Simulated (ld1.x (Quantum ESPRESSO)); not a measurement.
zinc (Zn): one change to a TM potential, before and after

| Item | Value |
| --- | --- |
| Element | zinc |
| Generator | ld1.x (Quantum ESPRESSO) 7.5 |
| Type | norm-conserving Troullier–Martins (Kleinman–Bylander form) |
| Functional | PBEsol |
| Relativity | fully relativistic |
| Frozen core | [Ar] 3d10 |
| Valence charge | 2 |
| Reference configuration | 4s1 4p1 |
| Partial waves | 4s (bound): rc 1.75 bohr; 4p (bound): rc 2.65 bohr; 4d channel at -0.1 Ry: rc 2.65 bohr |
| Local potential | all-electron potential smoothed inside 2.30 bohr (lloc = -1) |
| Core correction | none |

Open shells are filled in proportion to 2j + 1 (rel_dist='average').

Change: local potential all-electron potential smoothed inside 1.40 bohr (lloc = -1).

Cutoffs: the cutoffs (Ry, on a coarse ladder) from which the occupation-weighted sum of valence levels, in a spherical-Bessel basis at the reference potential, stays within 10 and 1 mRy of its value at 400 Ry; they do not see the model core or the augmentation charge, which bear on the density cutoff. Errors are all-electron minus pseudo energies relative to the spin-unpolarised reference configuration.

Q: What does the change do?

A: The potential gets softer (10 Ry and 30 Ry → 10 Ry and 25 Ry); the bound ghosts move from d to d, s; of the 5 tests that both files solve, the error grows in 3 and shrinks in 0 by more than 15 % and 0.3 meV (median size 25.5 → 72.8 meV); the range in which the s phases agree narrows (upper end 1.8 → -0.1). In the separable form a ghost depends on how the local part lies against the semilocal potential of the channel, so the choice of the local part can create or remove one. That the errors move this way runs against the usual rule that smaller radii transfer better.

```csv
quantity,base,changed
"cutoff, loose",10 Ry,10 Ry
"cutoff, tight",30 Ry,25 Ry
bound ghosts,"d3/2, d5/2","d3/2, d5/2, s"
"error for 4s2 4p0, meV [ΔE -5.13 eV]",+26,+30
"error for 4s1 4p0, meV [ΔE 4.77 eV]",+9.9,+589
"error for 4s1.5 4p0, meV [ΔE -1.18 eV]",+20,+164
"error for 4s0 4p1, meV [ΔE 11.13 eV]",+72,+73
"error for 4s0 4p2, meV [ΔE 5.48 eV]",+45,+45
s: phases at 2.91 bohr within 0.05 rad from the reference energy up to (Ry; the scan ends near 5),1.8,-0.1
p1/2: phases at 2.91 bohr within 0.05 rad from the reference energy up to (Ry; the scan ends near 5),2.3,2.0
p3/2: phases at 2.91 bohr within 0.05 rad from the reference energy up to (Ry; the scan ends near 5),2.3,1.9
d3/2: phases at 2.91 bohr within 0.05 rad from the reference energy up to (Ry; the scan ends near 5),0.4,0.3
d5/2: phases at 2.91 bohr within 0.05 rad from the reference energy up to (Ry; the scan ends near 5),0.4,0.3
```

 A true bound ghost makes a file unfit for plane-wave use even where its test errors are small: the radial tests pick states by their node count and pass the ghost by.
